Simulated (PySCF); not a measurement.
Nuclear quadrupole coupling in `Fc1ccc(O[SiH3])cc1F`

C₆H₆F₂OSi.
Cartesian coordinates in Å at the PBE0-D3(BJ)/def2-SVP level; atoms count from 1:
```
atom  x, y, z in Å
F1     4.407    0.272   -0.170
C2     3.094    0.071   -0.119
C3     2.569   -1.214   -0.129
C4     1.193   -1.414   -0.080
C5     0.328   -0.317   -0.021
O6    -0.999   -0.557    0.019
Si7   -2.270    0.542    0.007
C8     0.856    0.980   -0.006
C9     2.231    1.163   -0.055
F10    2.732    2.391   -0.043
H11    3.261   -2.057   -0.177
H12    0.767   -2.418   -0.090
H13   -2.193    1.407   -1.207
H14   -2.225    1.404    1.226
H15   -3.499   -0.291   -0.008
H16    0.221    1.867    0.044
```

Field gradients from the PBE0/pcSseg-1 density (PySCF, non-relativistic), principal values in atomic units, ordered |Vxx| ≤ |Vyy| ≤ |Vzz|:

```json
{"atom": "O6", "Vxx": "-0.6746", "Vyy": "-0.9956", "Vzz": "1.6702"}
```

**Question.** Find the asymmetry η = (Vxx − Vyy)/Vzz and the couplings χ = eQV/h (234.96 MHz × Q in barn × V in au), with Q(17O) = −0.0256 b.

**Answer.** 
```
atom         environment  nucleus     η  χzz (MHz)  χxx (MHz)  χyy (MHz)
  O6  silyl ether oxygen      17O  0.19     -10.05       4.06       5.99
```

The tensor is traceless: Vxx + Vyy + Vzz = 0.

**Question.** What is Vzz at O6 in SI units (1 au = 9.71736 × 10²¹ V/m²)?

**Answer.** 1.6702 au = 16.230 × 10²¹ V/m².

**Question.** And the gradient at the other heavy atoms, for which no coupling is worked out here?

**Answer.** 
```
atom                     environment  Vzz (au)     η
  F1                   aryl fluorine     3.040  0.09
  C2             aromatic C–F carbon     0.404  0.82
  C3              aromatic CH carbon     0.265  0.21
  C4              aromatic CH carbon     0.210  0.13
  C5  aromatic carbon bearing oxygen    -0.357  0.17
 Si7            oxygen-bound silicon     0.646  0.06
  C8              aromatic CH carbon     0.141  0.29
  C9             aromatic C–F carbon    -0.401  0.89
 F10                   aryl fluorine     3.010  0.12
```

**Question.** What couplings would deuterons (Q(2H) = 0.00286 b) have in place of the hydrogens, at this geometry?

**Answer.** 
| atom | bonded to | bond length (Å) | Vzz (au) | η | χzz (kHz) |
| --- | --- | --- | --- | --- | --- |
| H11 | C3 | 1.092 | 0.3044 | 0.07 | 205 |
| H12 | C4 | 1.091 | 0.3070 | 0.07 | 206 |
| H13 | Si7 | 1.493 | 0.1365 | 0.04 | 92 |
| H14 | Si7 | 1.493 | 0.1365 | 0.04 | 92 |
| H15 | Si7 | 1.484 | 0.1425 | 0.04 | 96 |
| H16 | C8 | 1.092 | 0.3042 | 0.12 | 204 |

Isolated species at its PBE0-D3(BJ)/def2-SVP geometry (one conformer only). With a basis this small, the couplings can be 20 % off.

The run behind these numbers computed NMR shieldings as well. On an x86-64 server with one thread, no GPU, on a shared host, this took 28 s of wall time.
